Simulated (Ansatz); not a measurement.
An input meant for (AgSH)2 ring (Ag2H2S2) (charge 0, singlet).

```yaml
crystal:
  periodic: [false, false, false]
  atoms:
    - {symbol: Ag, position_ang: [1.052982, -0.133521, 0.876697]}
    - {symbol: S, position_ang: [-0.109899, 2.097773, 0.454726]}
    - {symbol: Ag, position_ang: [-1.050062, 0.136837, -0.879848]}
    - {symbol: S, position_ang: [0.108824, -2.095901, -0.452532]}
    - {symbol: H, position_ang: [-0.990727, 1.979421, 1.490642]}
    - {symbol: H, position_ang: [0.988882, -1.984609, -1.489695]}
basis:
  gaussian: {orbitals: def2-SVP}
magnetization: {spin_polarized: true, initial_magnetization: 1}
hamiltonian: {xc: {name: r2SCAN0}}
scf: {omitted_lower_state_checks: [starts]}
output: {forces: true}
```

```sh
$ ansatz run in.yaml --threads 4 --pin off --events-out ev --progress --plain --max-ram 3916MiB
```

It prints (some lines left out):

```
Error: a molecule whose nuclei and cores have a total charge of 72 cannot have a net charge of 0 together with 1 unpaired electrons
```

Task: Something in this input is off. What?

Result: The number of unpaired electrons doesn't fit the electron count. The input was rejected before any iteration.
